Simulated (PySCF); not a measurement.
diethyl ether (C$_{4}$H$_{10}$O), singlet, at a GFN2-xTB geometry; SVWN5/6-31G run with PySCF.

The PySCF input:
```python
from pyscf import gto, scf, dft

mol = gto.M(
    atom='''
C     2.31099308    0.42947687   -0.10128155
C     0.80676931    0.65277486   -0.11329295
O     0.18012005   -0.51769505    0.36600134
C    -1.20070496   -0.39678232    0.60942448
C    -2.05442706   -0.30045813   -0.65468708
H     2.64565363    0.21459523    0.90971363
H     2.56088994   -0.41747000   -0.73389738
H     2.82210012    1.31514652   -0.46862766
H     0.54182713    1.50676941    0.53119730
H     0.47267038    0.88141791   -1.13611301
H    -1.39403805    0.47580067    1.25400926
H    -1.46353949   -1.30328974    1.16144758
H    -3.10574212   -0.36144243   -0.38710070
H    -1.81234563   -1.12013823   -1.32655824
H    -1.88421869    0.64010331   -1.17305903
''',
    basis='6-31g',
    verbose=4,
)

mf = dft.RKS(mol)
mf.xc = 'lda,vwn'
mf.diis_space = 12
mf.kernel()
```

What does PySCF print? Leave out banner, timings and long lists.


```
PySCF version 2.14.0

[INPUT] verbose = 4
[INPUT] num. atoms = 15
[INPUT] num. electrons = 42
[INPUT] charge = 0
[INPUT] spin (= nelec alpha-beta = 2S) = 0
[INPUT] symmetry False subgroup None
[INPUT] Mole.unit = angstrom
[INPUT] Symbol           X                Y                Z      unit          X                Y                Z       unit  Magmom
[INPUT]  1 C      2.310993080000   0.429476870000  -0.101281550000 AA    4.367143996965   0.811593661135  -0.191394390971 Bohr   0.0
[INPUT]  2 C      0.806769310000   0.652774860000  -0.113292950000 AA    1.524573041604   1.233565706401  -0.214092647344 Bohr   0.0
[INPUT]  3 O      0.180120050000  -0.517695050000   0.366001340000 AA    0.340377564043  -0.978301860543   0.691642293824 Bohr   0.0
[INPUT]  4 C     -1.200704960000  -0.396782320000   0.609424480000 AA   -2.269003530807  -0.749809915870   1.151645360805 Bohr   0.0
[INPUT]  5 C     -2.054427060000  -0.300458130000  -0.654687080000 AA   -3.882304486295  -0.567783577599  -1.237179278491 Bohr   0.0
[INPUT]  6 H      2.645653630000   0.214595230000   0.909713630000 AA    4.999560781161   0.405526212338   1.719109612484 Bohr   0.0
[INPUT]  7 H      2.560889940000  -0.417470000000  -0.733897380000 AA    4.839380621754  -0.788903965222  -1.386865051736 Bohr   0.0
[INPUT]  8 H      2.822100120000   1.315146520000  -0.468627660000 AA    5.332996322902   2.485266736475  -0.885577931796 Bohr   0.0
[INPUT]  9 H      0.541827130000   1.506769410000   0.531197300000 AA    1.023904882559   2.847381517772   1.003817415108 Bohr   0.0
[INPUT] 10 H      0.472670380000   0.881417910000  -1.136113010000 AA    0.893217565394   1.665638451187  -2.146942435455 Bohr   0.0
[INPUT] 11 H     -1.394038050000   0.475800670000   1.254009260000 AA   -2.634350121723   0.899132956185   2.369734059069 Bohr   0.0
[INPUT] 12 H     -1.463539490000  -1.303289740000   1.161447580000 AA   -2.765688808586  -2.462860669556   2.194817834239 Bohr   0.0
[INPUT] 13 H     -3.105742120000  -0.361442430000  -0.387100700000 AA   -5.869002020326  -0.683027202497  -0.731514305627 Bohr   0.0
[INPUT] 14 H     -1.812345630000  -1.120138230000  -1.326558240000 AA   -3.424836883752  -2.116754476355  -2.506831761885 Bohr   0.0
[INPUT] 15 H     -1.884218690000   0.640103310000  -1.173059030000 AA   -3.560657282887   1.209619947328  -2.216760294648 Bohr   0.0

nuclear repulsion = 191.929776568413
number of shells = 45
number of NR pGTOs = 150
number of NR cGTOs = 65
basis = 6-31g
ecp = {}

******** <class 'pyscf.dft.rks.RKS'> ********
method = RKS
initial guess = minao
damping factor = 0
level_shift factor = 0
DIIS = <class 'pyscf.scf.diis.CDIIS'>
diis_start_cycle = 1
diis_space = 12
diis_damp = 0
SCF conv_tol = 1e-09
SCF conv_tol_grad = None
SCF max_cycles = 50
direct_scf = True
direct_scf_tol = 1e-13
XC library pyscf.dft.libxc version 7.1.2
    S. Lehtola, C. Steigemann, M. J. T. Oliveira, and M. A. L. Marques,  SoftwareX 7, 1–5 (2018)
XC functionals = lda,vwn
    P. A. M. Dirac,  Math. Proc. Cambridge Philos. Soc. 26, 376 (1930)
    F. Bloch,  Z. Phys. 57, 545 (1929)
    S. H. Vosko, L. Wilk, and M. Nusair,  Can. J. Phys. 58, 1200 (1980)
radial grids:
    Treutler-Ahlrichs [JCP 102, 346 (1995); DOI:10.1063/1.469408] (M4) radial grids

becke partition: Becke, JCP 88, 2547 (1988); DOI:10.1063/1.454033
pruning grids: <function nwchem_prune>
grids dens level: 3
symmetrized grids: False
atomic radii adjust function: <function treutler_atomic_radii_adjust>
small_rho_cutoff = 0
Set gradient conv threshold to 3.16228e-05
Initial guess from minao.
tot grids = 168640
init E= -231.722387957947
  HOMO = -0.322103916149131  LUMO = 0.00830027224672469  gap/eV = 8.99076
cycle= 1 E= -231.400603117505  delta_E= 0.322  |g|= 0.737  |ddm|= 3.26
  HOMO = -0.0358416409739049  LUMO = 0.0934629438464052  gap/eV = 3.51856
cycle= 2 E= -231.094147432629  delta_E= 0.306  |g|=  1.4  |ddm|= 3.11
  HOMO = -0.208729815973426  LUMO = 0.0645631927798547  gap/eV = 7.43668
cycle= 3 E= -231.522432317595  delta_E= -0.428  |g|= 0.212  |ddm|= 2.41
  HOMO = -0.197022256885759  LUMO = 0.0579731097412524  gap/eV = 6.93878
cycle= 4 E= -231.532027157464  delta_E= -0.00959  |g|= 0.0403  |ddm|= 0.239
  HOMO = -0.195951685828636  LUMO = 0.0582908789498129  gap/eV = 6.91829
cycle= 5 E= -231.532385563861  delta_E= -0.000358  |g|= 0.00584  |ddm|= 0.0436
  HOMO = -0.196596305350512  LUMO = 0.0583381327201404  gap/eV = 6.93712
cycle= 6 E= -231.53239594344  delta_E= -1.04e-05  |g|= 0.00174  |ddm|= 0.0118
  HOMO = -0.196657083272837  LUMO = 0.0583323115492236  gap/eV = 6.93861
cycle= 7 E= -231.532396678231  delta_E= -7.35e-07  |g|= 0.000435  |ddm|= 0.00188
  HOMO = -0.196690528507971  LUMO = 0.0583103814082819  gap/eV = 6.93893
cycle= 8 E= -231.532396727368  delta_E= -4.91e-08  |g|= 5.89e-05  |ddm|= 0.000528
  HOMO = -0.196698317168701  LUMO = 0.058307192289103  gap/eV = 6.93905
cycle= 9 E= -231.532396728259  delta_E= -8.9e-10  |g|= 2.15e-05  |ddm|= 0.000111
  HOMO = -0.196701032223429  LUMO = 0.0583062563365675  gap/eV = 6.93910
Extra cycle  E= -231.532396728082  delta_E= 1.77e-10  |g|= 3.39e-05  |ddm|= 6.32e-05
converged SCF energy = -231.532396728082
```
